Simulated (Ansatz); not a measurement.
`[OH][GeH2][O][SiH](O)O` + `NCF` → `[OH][GeH2][NH]CF` + `O[SiH](O)O`  (ligand exchange at a Ge–O bond)

Program: Ansatz. Geometries: PBE0-D4/def2-TZVP. ΔE: electronic, gas phase. CBS: MP2 limit from def2 TZ/QZ plus the TZ coupled-cluster correction, frozen cores. DFT in def2-TZVPP. For Ge outer-core shells are correlated without core-valence functions, which leaves a few kJ/mol of doubt a bond. Scalar relativity is left out up to krypton. One conformer a species, not always the lowest.

Task: Is it downhill or uphill in electronic energy at CCSD(T)/CBS, and by how much? (Estimate.)

Result: Computed: Uphill: ΔE = +0.45 eV.

Task: What do these levels give: r2SCAN-D4, PBE0-D4, PBE, PBE0, HF/def2-TZVPP, MP2/def2-TZVPP, SCS-MP2/def2-TZVPP, CCSD/def2-TZVPP, CCSD(T)/def2-TZVPP, HF/def2-QZVPP, SCS-MP2/def2-QZVPP, CCSD/CBS(def2)? (Estimate.)

Result: The calculation gave: r2SCAN-D4 0.48, PBE0-D4 0.46, PBE 0.42, PBE0 0.44, HF/def2-TZVPP 0.57, MP2/def2-TZVPP 0.45, SCS-MP2/def2-TZVPP 0.48, CCSD/def2-TZVPP 0.48, CCSD(T)/def2-TZVPP 0.47, HF/def2-QZVPP 0.58, SCS-MP2/def2-QZVPP 0.47, CCSD/CBS(def2) 0.46 eV.

Largest T1 diagnostic among the species: 0.012.

In def2-TZVPP, CCSD(T) changes the Hartree–Fock value by −0.10 eV (the triples alone add −0.01 eV) and MP2 by −0.12 eV.
